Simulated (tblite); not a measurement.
Compound: C6H12BF2N.
Numbering: `[CH3:1][N+:2]1([CH3:3])[BH2-:4][C:5]([CH:6]([F:7])[F:8])=[CH:9][CH2:10]1` (hydrogens: H11, H12, H13 on C1; H14, H15, H16 on C3; H17, H18 on B4; H19 on C6; H20 on C9; H21, H22 on C10)
Bond orders are those of one Lewis drawing.

Computed with GFN2-xTB (tblite), gas phase: L-BFGS steps from a force-field or distance-geometry start until the largest atomic force falls under 0.01 eV/Å.

The end geometry, which sets the zero of energy:
```
atom  x, y, z in Å
C1     -1.3064    1.3237    0.0980
N2     -0.9655   -0.0964    0.0459
C3     -2.1388   -0.8883    0.3920
B4      0.3297   -0.3743    1.0472
C5      1.4812   -0.0564   -0.0262
C6      2.9131    0.2464    0.2604
F7      3.4718   -0.6758    1.0873
F8      3.0390    1.4440    0.9054
C9      1.0046   -0.0859   -1.2652
C10    -0.4570   -0.4216   -1.3006
H11    -0.4269    1.9104   -0.1559
H12    -2.1152    1.5582   -0.6000
H13    -1.6166    1.5869    1.1063
H14    -2.4645   -0.6272    1.3968
H15    -1.8831   -1.9453    0.3812
H16    -2.9580   -0.7064   -0.3094
H17     0.2610    0.3587    1.9735
H18     0.3146   -1.5255    1.3414
H19     3.5500    0.3033   -0.6410
H20     1.5474    0.0691   -2.1862
H21    -0.5795   -1.4960   -1.4754
H22    -1.0114    0.1179   -2.0765
```

Question: These geometries come from the run, each turned onto the end geometry. Order them by energy, lowest first.
A.
```
atom  x, y, z in Å
C1     -1.3395    1.3356    0.0904
N2     -0.9677   -0.0789    0.0434
C3     -2.1186   -0.9005    0.3991
B4      0.3318   -0.3564    1.0416
C5      1.4846   -0.0453   -0.0308
C6      2.9217    0.2228    0.2657
F7      3.4408   -0.7195    1.0961
F8      3.0882    1.4123    0.9159
C9      1.0049   -0.0653   -1.2685
C10    -0.4563   -0.4026   -1.3027
H11    -0.4773    1.9381   -0.1860
H12    -2.1649    1.5451   -0.5977
H13    -1.6359    1.5996    1.1032
H14    -2.4618   -0.6249    1.3950
H15    -1.8265   -1.9503    0.4138
H16    -2.9414   -0.7578   -0.3076
H17     0.2693    0.3715    1.9715
H18     0.3093   -1.5086    1.3346
H19     3.5697    0.2610   -0.6283
H20     1.5422    0.0841   -2.1933
H21    -0.5748   -1.4783   -1.4781
H22    -1.0082    0.1378   -2.0783
```
B.
```
atom  x, y, z in Å
C1     -1.5491    1.3633    0.1219
N2     -0.9794    0.0145    0.0244
C3     -1.9332   -1.0253    0.4026
B4      0.3323   -0.0812    1.0541
C5      1.4868   -0.0396   -0.0595
C6      2.9481    0.0241    0.2454
F7      3.2986   -0.9649    1.1142
F8      3.2711    1.1937    0.8732
C9      1.0099   -0.1032   -1.2964
C10    -0.4797   -0.2403   -1.3499
H11    -0.7356    2.0733    0.2533
H12    -2.1291    1.6556   -0.7578
H13    -2.2012    1.4150    0.9888
H14    -2.2526   -0.8790    1.4316
H15    -1.4211   -1.9856    0.3550
H16    -2.8044   -1.0413   -0.2559
H17     0.3215    0.8279    1.8245
H18     0.3250   -1.1299    1.6183
H19     3.5994   -0.0785   -0.6461
H20     1.5730   -0.1409   -2.2164
H21    -0.7385   -1.2631   -1.6437
H22    -0.9524    0.4249   -2.0826
```
C.
```
atom  x, y, z in Å
C1     -1.4562    1.3276    0.1083
N2     -0.9646   -0.0473    0.0313
C3     -2.0426   -0.9639    0.3876
B4      0.3449   -0.2207    1.0532
C5      1.4959   -0.0445   -0.0396
C6      2.9428    0.1122    0.2723
F7      3.3660   -0.8575    1.1272
F8      3.1771    1.2929    0.9139
C9      1.0286   -0.0819   -1.2800
C10    -0.4534   -0.3061   -1.3352
H11    -0.6651    2.0043   -0.2011
H12    -2.3229    1.4636   -0.5445
H13    -1.7281    1.5604    1.1356
H14    -2.3826   -0.7436    1.3987
H15    -1.6730   -1.9880    0.3715
H16    -2.8887   -0.8678   -0.3005
H17     0.2983    0.6345    1.8692
H18     0.3325   -1.3133    1.5208
H19     3.6037    0.0858   -0.6135
H20     1.5889   -0.0103   -2.2007
H21    -0.6505   -1.3491   -1.6067
H22    -0.9616    0.3321   -2.0687
```
D.
```
atom  x, y, z in Å
C1     -1.5308    1.3872    0.1614
N2     -0.9714    0.0347    0.0388
C3     -1.8918   -1.0270    0.4097
B4      0.3029   -0.0792    1.0283
C5      1.4575   -0.0333   -0.0552
C6      2.8908    0.0362    0.2586
F7      3.1902   -1.0041    1.0880
F8      3.2449    1.2276    0.8358
C9      1.0159   -0.1357   -1.3083
C10    -0.4716   -0.2515   -1.3415
H11    -0.7296    2.1052    0.3248
H12    -2.0209    1.6217   -0.7697
H13    -2.2022    1.4425    1.0145
H14    -2.1966   -0.8869    1.4400
H15    -1.3154   -1.9475    0.3236
H16    -2.7362   -1.0753   -0.2660
H17     0.3235    0.8358    1.7576
H18     0.2148   -1.1242    1.5449
H19     3.5032   -0.0697   -0.6377
H20     1.5980   -0.1610   -2.2069
H21    -0.7298   -1.2793   -1.5814
H22    -0.9561    0.4036   -2.0604
```
E.
```
atom  x, y, z in Å
C1     -1.3747    1.3335    0.0942
N2     -0.9653   -0.0675    0.0334
C3     -2.0993   -0.9101    0.3976
B4      0.3356   -0.3227    1.0326
C5      1.4941   -0.0508   -0.0427
C6      2.9327    0.1859    0.2767
F7      3.4214   -0.7620    1.1206
F8      3.0943    1.3740    0.9298
C9      1.0159   -0.0657   -1.2811
C10    -0.4539   -0.3743   -1.3182
H11    -0.5501    1.9613   -0.2305
H12    -2.2447    1.5098   -0.5437
H13    -1.6261    1.5907    1.1197
H14    -2.4332   -0.6389    1.3987
H15    -1.7856   -1.9515    0.4208
H16    -2.9290   -0.7996   -0.3089
H17     0.2918    0.4462    1.9317
H18     0.3040   -1.4636    1.3675
H19     3.6053    0.2108   -0.5999
H20     1.5548    0.0797   -2.2058
H21    -0.5930   -1.4440   -1.5063
H22    -1.0053    0.1785   -2.0871
```

Answer: A (0.005 eV), E (0.013 eV), C (0.030 eV), B (0.164 eV), D (0.398 eV).

In the order of the answer:

```tsv
step	E above end (eV)	largest force (eV/Å)	rms force component (eV/Å)	rms distance from end (Å)	rms bond change (Å)	bond most changed (Å)
73	0.005	0.09	0.025	0.036	0.001	C3–H15 +0.002
66	0.013	0.08	0.027	0.081	0.001	C9–C10 +0.002
56	0.030	0.09	0.032	0.183	0.003	N2–B4 +0.010
9	0.164	0.29	0.079	0.343	0.004	N2–B4 +0.010
2	0.398	0.85	0.264	0.362	0.015	N2–B4 -0.043
```

The cost below is that of the whole relaxation. Time: 2.2 s. Hardware: one thread of an Intel Xeon at 2.50 GHz (shared host).
